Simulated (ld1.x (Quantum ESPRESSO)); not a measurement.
# fluorine (F): excitation energies, all-electron against TM

- Element: F (Z = 9)
- Generator: ld1.x (Quantum ESPRESSO) 7.5
- Type: norm-conserving Troullier–Martins (Kleinman–Bylander form)
- Functional: PBE
- Relativity: non-relativistic
- Frozen core: [He]
- Valence charge: 7
- Reference configuration: 2s2 2p5
- Partial waves: 2s (bound): rc 0.55 bohr; 3d channel at -0.15 Ry: rc 1.30 bohr; 2p (bound): rc 1.70 bohr
- Local potential: the p channel
- Core correction: Bessel-smoothed model core, default radius (core density twice the valence density)

Energies are relative to the spin-unpolarised reference configuration 2s2 2p5; without spin polarisation the order of configurations can differ from experiment.

(1) Give the all-electron excitation energy and the error of the potential for: 2s2 2p4; 2s2 2p3; 2s2 2p2; 2s2 2p4.5; 2s2 2p1; 2s2 2p5.3; 2s1 2p6.

Levels in the configuration 2s1 2p6:

```csv
level,all-electron (eV),pseudo (eV)
2s,-30.293,-30.403
2p,-11.545,-11.654
```

Results:

(1)

```tsv
valence configuration	charge	ΔE all-electron (eV)	error AE − PS (meV)
2s2 2p4	+1	19.402	-8.6
2s2 2p3	+2	57.796	+204
2s2 2p2	+3	118.439	+1281
2s2 2p4.5	+0.5	7.549	-6.5
2s2 2p1	+4	204.237	+4193
2s2 2p5.3	-0.3	-2.673	-3.3
2s1 2p6	0	18.724	0.0
```
